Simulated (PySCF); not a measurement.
**Electron correlation in P²⁺ (phosphorus, charge +2)**

[Ne] 3s2 3p1, 2P determinant. Calculation: PySCF 2.14, in dyall-acv3z (19s12p6d4f, 113 functions); scalar relativity by spin-free X2C-1e. Frozen: [Ne]; 3 electrons correlated; the 26 highest virtual orbitals of each spin left out.

```json
{"level": "CCSD", "correlation energy (mhartree)": "-65.88"}
{"level": "(T)", "correlation energy (mhartree)": "-1.09"}
{"level": "CCSD(T)", "correlation energy (mhartree)": "-66.97"}
```

Diagnostics: T1 = 0.012, D1 = 0.0273, largest double amplitude 0.107.

Cost of the coupled-cluster step: roughly 15 core-seconds, for 3 correlated electrons.
